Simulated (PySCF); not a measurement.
B(F)(OH)(SeH), SMILES [SeH]B(F)O (H2BFOSe), singlet at its PBE0/def2-SVP optimised geometry (Å):

```
6

B      0.1869    -0.1439     0.0000
F      0.8102    -1.3229     0.0049
O      0.8902     1.0040    -0.0043
H      1.8434     0.8529    -0.0040
Se    -1.7622    -0.1439     0.0000
H     -1.8434     1.3229     0.0000
```

Method: PBE0/def2-TZVP run with PySCF 2.14.0. Cells within 0.4 Å of a nucleus heavier than hydrogen are left out (blank, or x).

Map of the deformation density (molecule minus spherical neutral atoms) (e/bohr³) on the plane z = 0.0 Å:

```
|2222222222222222222222222222222|
|2222222222222222222222222222222|
|2222222222222222222222222222222|
|2222222222222222222222222222222|
|2222222222222222222222222222222|
|2222222222222222222222222222222|
|2222222211222222222222222222222|
|2222221111112222222222222222222|
|2222211111111222222221111222222|
|2222211111111112235321111122222|
|222211236321111126xx33101112222|
|22221225753211111xxx58400112222|
|222111246521111134xx69600112222|
|2221112232112212598334200112222|
|2221111111123323686321101122222|
|2221122xxx13565xxx3111111122222|
|2222223xxx13565xxx2111111222222|
|2222223322234433x64211122222222|
|2222223332112212575322222222222|
|22222222211111124xxx32222222222|
|22222222111111123xxx42222222222|
|22222222111111123xxx22222222222|
|2222222221111222232112222222222|
|2222222222222222222122222222222|
|2222222222222222222222222222222|
|2222222222222222222222222222222|
|2222222222222222222222222222222|
|2222222222222222222222222222222|
|2222222222222222222222222222222|
|2222222222222222222222222222222|
|2222222222222222222222222222222|
```
Scale: ten equal steps from -0.025 (start of '0') to 0.088 (end of '9'), in the order '0123456789'; x runs from -4.00 to 4.00, y from -4.00 (bottom) to 4.00 (top).
